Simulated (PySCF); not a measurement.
CdSe, SMILES [Cd]=[Se]. Atoms are numbered in the order given.

```xyz
2

Cd     0.0000     0.0000    -0.9844
Se     0.0000     0.0000     1.3897
```
Charge 0, spin multiplicity 1.

Geometry optimised at PBE-D3(BJ)/def2-TZVP. The def2 effective core potentials stand for the cores of Cd; spin–orbit coupling is left out.

All values below come from PySCF with PBE-D3(BJ)/def2-TZVP.

Frequencies are harmonic and unscaled.

```json
[
 {"mode": "1", "ν (cm⁻¹)": "255", "IR (km/mol)": "2.0", "moving atoms (share of kinetic energy)": "Se 59 %, Cd 41 %"}
]
```
